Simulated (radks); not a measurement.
Results of a calculation; reference values are marked as such.
Question: Ionisation of Dy+, [Xe] 4f10 6s1, to Dy2+, [Xe] 4f10, under several functionals. Dirac Kohn-Sham, spin-unpolarised, spherical densities, point nucleus; open shells are shared between the two j in proportion to 2j + 1; a radial shooting solver on a logarithmic mesh with Libxc functionals. The NIST Atomic Spectra Database gives 11.65 eV (semi-empirical). Rank these functionals by the error of their Delta-SCF ionisation energy: Wu-Cohen GGA; exchange-only LDA; LDA (Slater exchange, VWN5 correlation); exchange-only B88; AM05; B86b exchange with PBE correlation; OLYP; revPBE; HCTH/407.

Answer: From best to worst: B86b exchange with PBE correlation 11.662 eV (+0.015); OLYP 11.542 eV (-0.105); revPBE 11.542 eV (-0.105); AM05 11.523 eV (-0.124); Wu-Cohen GGA 11.496 eV (-0.151); HCTH/407 11.845 eV (+0.198); LDA (Slater exchange, VWN5 correlation) 11.871 eV (+0.224); exchange-only B88 11.117 eV (-0.530); exchange-only LDA 10.996 eV (-0.651). Spin polarisation and multiplet splitting are left out, so open shells lie too high by an amount that depends on their filling. Sharing an open shell by 2j + 1 raises it above the true ground level by a part of the spin-orbit splitting, which enters the differences from NIST.

Beside tabulated values, note that spin-unpolarised runs miss the spin-polarisation part of the exchange energy of open shells.
